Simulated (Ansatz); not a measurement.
Task: Name a neutral molecule of C, In, S and H with ideal-gas entropy at 298 K and 1 bar (rigid rotor, harmonic PBE0-D4/def2-TZVP) between 424 and 440 J/(mol·K) and size of the dipole moment (PBE/def2-TZVPP) between 2.55 and 2.85 D (Ansatz, PBE0-D4/def2-TZVP geometry).

Result: `[CH3][InH-]([CH3])[SH2+]` (433 J/(mol·K), 2.58 D). Other molecules can fit too; these were computed, each in one conformer that needn't be the lowest.
